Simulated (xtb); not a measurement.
C₃H₆OSe, SMILES CC[Se]C=O. All values are semi-empirical tight-binding results from xtb (GFN2-xTB unless named), good for trends rather than for accurate numbers. Coordinates come from a GFN2-xTB optimisation. This is a generated structure with no PubChem entry under its InChIKey; it may be hypothetical. The values are those of a single conformer.

Computed properties:
```yaml
orbital_gap: 3.23 eV
zero_point_energy: 51.6 kcal/mol
G − E(el) at 298.15 K (modified RRHO): 31.6 kcal/mol
static polarisability (D4 model): 68.3 bohr³
solvation energy, GFN2-xTB/ALPB(water): -2.2 kcal/mol
solvation energy, GFN2-xTB/ALPB(methanol): -5.5 kcal/mol
```
